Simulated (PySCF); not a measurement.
## NMR data sheet: 1,2-dihydro-3-methylnaphthalene

| Quantity | Value |
| --- | --- |
| Formula | C11H12 |
| SMILES | CC1=Cc2ccccc2CC1 |
| InChI | InChI=1S/C11H12/c1-9-6-7-10-4-2-3-5-11(10)8-9/h2-5,8H,6-7H2,1H3 |
| Point group of the computed structure | C1 |
| Degrees of unsaturation | 6 |
| Carbon signals | 11 |
| Proton signals | 8 |

Structure with atom numbers: `[CH3:1][C:2]1=[CH:3][c:4]2[cH:5][cH:6][cH:7][cH:8][c:9]2[CH2:10][CH2:11]1`. Hydrogens are named by the atom that carries them.

- PBE0/pcSseg-1 with gauge-including orbitals
- GFN2-xTB structure
- run in PySCF 2.14.0 with density-fitted response routines
- a single conformation, non-relativistic, rapidly exchanging positions averaged, isolated molecule

Scale: ¹H (σref 31.72), ¹³C (σref 186.93) vs TMS (reference shieldings calculated alike).

| carbon | δC, type | δH (multiplicity) | HMBC from (2–3 bonds) | span of the C tensor (ppm) |
| --- | --- | --- | --- | --- |
| C1 | 26.8, CH3 | 2.06 (s) | H(C3), H(C11) | 44 |
| C2 | 146.2, C | – | H(C3), H(C10), H(C11), H(C1) | 220 |
| C3 | 130.6, CH | 6.59 (s) | H(C5), H(C11), H(C1) | 179 |
| C4 | 139.7, C | – | H(C6), H(C8), H(C5), H(C3), H(C10) | 225 |
| C5 | 130.8, CH | 7.22 (d) | H(C6), H(C7), H(C3) | 208 |
| C6 | 132.2, CH | 7.44 (m) | H(C8), H(C7), H(C5) | 230 |
| C7 | 131.8, CH | 7.36 (m) | H(C6), H(C8), H(C5) | 228 |
| C8 | 132.8, CH | 7.37 (m) | H(C6), H(C7), H(C10) | 212 |
| C9 | 139.1, C | – | H(C8), H(C7), H(C5), H(C3), H(C10), H(C11) | 224 |
| C10 | 32.6, CH2 | 2.79 (m) | H(C8), H(C11) | 23 |
| C11 | 32.3, CH2 | 2.19 (m) | H(C3), H(C10), H(C1) | 21 |

1. Carbon types of the structure: 3 × C, 5 × CH, 2 × CH2, 1 × CH3, which accounts for all hydrogens.
2. δC 146.2: fully substituted alkene carbon; an sp2 carbon of a C=C bond.
3. δC 139.7, 139.1: substituted aromatic carbon.
4. δC 132.8, 132.2, 131.8, 130.8: aromatic CH; the aromatic region.
5. δC 130.6: alkene CH; an sp2 carbon of a C=C bond.
6. δH 6.59: hydrogen on an alkene CH; a vinylic proton, deshielded by the sp2 carbon and the C=C anisotropy.

Shifts are as computed. Against solution values, carbons near 30 ppm lie about +3 ppm off and those near 130 ppm about +5 ppm. Of 1211 compounds with measured shifts, 218 miss one by over three times the rms of a fit or turn the order of signals round; such compounds aren't used in these exercises. Multiplicities follow the n + 1 count of equivalent neighbours, as no J values were calculated; m marks all less simple cases, F and P coupling included.
